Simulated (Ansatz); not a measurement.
System: C₂H₂F, charge 0, doublet. C2H2F (SMILES [H]/[C]=C/F, doublet).
B3LYP-D3(BJ)/def2-TZVP minimum from Ansatz (an electronic-structure program):
```
C
C 1 1.3001
F 1 1.3501 2 123.21
H 2 1.0733 1 139.33 3 -180.00
H 1 1.0876 2 125.08 4 0.00
```
Charge 0, spin multiplicity 2.

Total energies in hartree (Ansatz). Radicals and triplets start from unrestricted determinants; spin-orbit coupling is neglected. Cores are frozen in correlated methods. No relativity. For partners of very few electrons the exact lower level stands in for a higher one. The UHF reference of C2H2F ([H]/[C]=C/F, doublet) is spin-contaminated (<S^2> up to 0.18 over the pure value in the sets run).

| species | HF/cc-pVTZ | CCSD(T)/cc-pVTZ | HF/cc-pVQZ | CCSD(T)/cc-pVQZ | CCSD(T)/cc-pVDZ | CCSDT(Q)/cc-pVDZ |
|---|---|---|---|---|---|---|
| 1: C2H2F (SMILES C(=[C]\[H])/F, doublet) | -176.30333 | -176.87773 | -176.31690 | -176.93147 | -176.70070 | -176.70310 |
| 2: F (doublet) | -99.40552 | -99.62036 | -99.41377 | -99.65026 | -99.52757 | -99.52776 |
| 3: C (triplet) | -37.69157 | -37.78076 | -37.69331 | -37.78654 | -37.76038 | -37.76071 |
| 4: H (doublet) | -0.49981 | -0.49981 | -0.49995 | -0.49995 | -0.49928 | -0.49928 |

Question: Work out the atomisation energy (electronic, to ground-state atoms) in kJ/mol: take Hartree-Fock from cc-pVQZ, extrapolate the CCSD(T) correlation energy as X^-3 (X = 3, 4), and add CCSDT(Q) - CCSD(T) in cc-pVDZ. 1 hartree = 2625.5 kJ/mol.

Answer: 
Species 1: correlation (64·(-0.61457) - 27·(-0.57440))/37 = -0.64388; step -0.00240; E1 = -176.31690 + (-0.64388) + (-0.00240) = -176.96318
Species 2: correlation (64·(-0.23649) - 27·(-0.21484))/37 = -0.25229; step -0.00019; E2 = -99.41377 + (-0.25229) + (-0.00019) = -99.66625
Species 3: correlation (64·(-0.09323) - 27·(-0.08919))/37 = -0.09618; step -0.00033; E3 = -37.69331 + (-0.09618) + (-0.00033) = -37.78982
Species 4: correlation (64·(0.00000) - 27·(0.00000))/37 = 0.00000; step +0.00000; E4 = -0.49995 + (0.00000) + (+0.00000) = -0.49995
-1·E1 +1·E2 +2·E3 +2·E4 = 0.71739 hartree = 1883.5 kJ/mol.
